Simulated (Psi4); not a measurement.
C6H15Ga, charge +1, doublet, at a GFN2-xTB geometry (such geometries of metal compounds can be far from the true shape) (a state made from the parent by changing its charge; the spin is typed, not shown lowest). Base run: Psi4 with BLYP/STO-3G.

Geometry (Å):
```xyz
22

Ga    -0.0178    -0.1291     0.0510
C      2.0803    -0.1338    -0.5195
C      2.4633     1.2652    -0.9217
H      2.1545    -0.8535    -1.3385
H      2.6193    -0.4947     0.3601
H      2.3549     1.9727    -0.0975
H      1.8894     1.6175    -1.7807
H      3.5187     1.2702    -1.2145
C     -0.1547    -2.2129     0.7370
C     -1.5971    -2.4265     1.0923
H      0.5246    -2.2838     1.5883
H      0.1930    -2.8241    -0.0977
H     -2.2542    -2.3195     0.2265
H     -1.9295    -1.7535     1.8863
H     -1.7210    -3.4491     1.4666
C     -1.5609     1.2633     0.0395
C     -1.1326     2.5925    -0.5818
H     -1.8883     1.4068     1.0758
H     -2.3968     0.8246    -0.5180
H     -0.8231     2.4647    -1.6204
H     -0.3118     3.0471    -0.0247
H     -1.9693     3.2904    -0.5684
```
Charge +1, spin multiplicity 2.
Orbitals are unrestricted.
All else is at Psi4's defaults (density fitting).
Base energy -2136.61536 Eh.

The base run was repeated with changes; each row names its change, and settings that it needs were set with it.

```json
[
 {"change": "base", "ΔE vs base (µEh)": "0.0", "SCF cycles": "14", "grid points": "463861", "basis functions": "63", "outcome": "converged"},
 {"change": "soscf = true", "ΔE vs base (µEh)": "0.0", "SCF cycles": "14", "grid points": "463861", "basis functions": "63", "outcome": "converged"},
 {"change": "dft_radial_scheme = mura", "ΔE vs base (µEh)": "-54.5", "SCF cycles": "14", "grid points": "471657", "basis functions": "63", "outcome": "converged"},
 {"change": "level_shift = 1.0", "ΔE vs base (µEh)": "0.0", "SCF cycles": "23", "grid points": "463861", "basis functions": "63", "outcome": "converged"},
 {"change": "basis_guess = sto-3g", "ΔE vs base (µEh)": "0.0", "SCF cycles": "4", "grid points": "463861", "basis functions": "63", "outcome": "converged"},
 {"change": "scf_type = direct", "ΔE vs base (µEh)": "3711", "SCF cycles": "19", "grid points": "463861", "basis functions": "63", "outcome": "converged"},
 {"change": "scf_initial_accelerator = none", "ΔE vs base (µEh)": "-", "SCF cycles": "-", "grid points": "-", "basis functions": "63", "outcome": "not converged"},
 {"change": "ints_tolerance = 1e-8", "ΔE vs base (µEh)": "0.0", "SCF cycles": "14", "grid points": "463861", "basis functions": "63", "outcome": "converged"},
 {"change": "scf_type = dfdirj+link", "ΔE vs base (µEh)": "0.0", "SCF cycles": "14", "grid points": "463861", "basis functions": "63", "outcome": "converged"},
 {"change": "dft_nuclear_scheme = becke", "ΔE vs base (µEh)": "-16.8", "SCF cycles": "14", "grid points": "460064", "basis functions": "63", "outcome": "converged"},
 {"change": "dft_radial_points = 150", "ΔE vs base (µEh)": "-54.4", "SCF cycles": "14", "grid points": "919752", "basis functions": "63", "outcome": "converged"},
 {"change": "dft_pruning_scheme = treutler", "ΔE vs base (µEh)": "-300", "SCF cycles": "14", "grid points": "251515", "basis functions": "63", "outcome": "converged"},
 {"change": "basis_guess = true", "ΔE vs base (µEh)": "0.0", "SCF cycles": "26", "grid points": "463861", "basis functions": "63", "outcome": "converged"}
]
```

Open shells are given as the SCF converged; they aren't shown to be the lowest states, and a large step between rows can be another state.
